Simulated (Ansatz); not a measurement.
Basis sets compared for the cluster Au3I2 (the lowest doublet isomer of a short search). The state is a doublet with charge 0. Geometry PBE-D4/def2-SVP. Ansatz on 4 threads of Intel Xeon on a shared host; times are rough, and most runs start from earlier orbitals.

Cartesian coordinates in Å:
```
Au 1.680 0.281 -0.520
Au -0.164 -0.821 -2.107
Au -0.658 0.208 1.068
I -2.460 -0.887 -0.526
I 1.603 1.219 2.084
```

In the def2 sets Au, I take a core potential; there is no spin–orbit coupling. No other spin state of charge 0 was run. The structure comes from a short search, and lower isomers may exist.

Binding counts from free atoms (Au doublet, I doublet) in the same basis, without a counterpoise term.

```
           level  functions  energy (Eh)  HOMO (eV)  LUMO (eV)  binding per atom (eV)  wall time
 PBE-D4/def2-SVP        148   -1002.8532      -5.61      -5.20                   1.75      3.1 s
PBE0-D4/def2-SVP        148   -1002.7590      -6.43      -4.49                   1.63      5.5 s
```

(1) Estimate the rows for PBE-D4/def2-TZVP (with forces), PBE0-D4/def2-TZVP.

Answers

(1) 
| level | functions | energy (Eh) | HOMO (eV) | LUMO (eV) | binding per atom (eV) | wall time |
| --- | --- | --- | --- | --- | --- | --- |
| PBE-D4/def2-TZVP (with forces) | 220 | -1002.9029 | -5.63 | -5.20 | 1.82 | 6 s |
| PBE0-D4/def2-TZVP | 220 | -1002.8070 | -6.42 | -4.45 | 1.71 | 10 s |
